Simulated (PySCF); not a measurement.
B(F)(Me)2 (C₂H₆BF), SMILES CB(C)F. The structure is a stationary point at B3LYP-D3(BJ)/def2-SVP.

Computed equilibrium geometry at B3LYP-D3(BJ)/def2-SVP (PySCF confirms it by a frequency run) as bond lengths and angles, and its point group:
point group C2.
Atoms: B1 F2 C3 H4 H5 H6 C7 H8 H9 H10. Bonded distances (Å): B1–F2 1.340, B1–C3 1.570, B1–C7 1.570, C3–H4 1.108, C3–H5 1.101, C3–H6 1.101, C7–H8 1.101, C7–H9 1.101, C7–H10 1.108. Angles (°): F2–B1–C3 117.7, F2–B1–C7 117.7, C3–B1–C7 124.7, B1–C3–H4 107.4, B1–C3–H5 113.0, B1–C3–H6 113.1, H4–C3–H5 106.3, H4–C3–H6 106.9, H5–C3–H6 109.7, B1–C7–H8 113.0, B1–C7–H9 113.1, B1–C7–H10 107.4, H8–C7–H9 109.7, H8–C7–H10 106.3, H9–C7–H10 106.9.
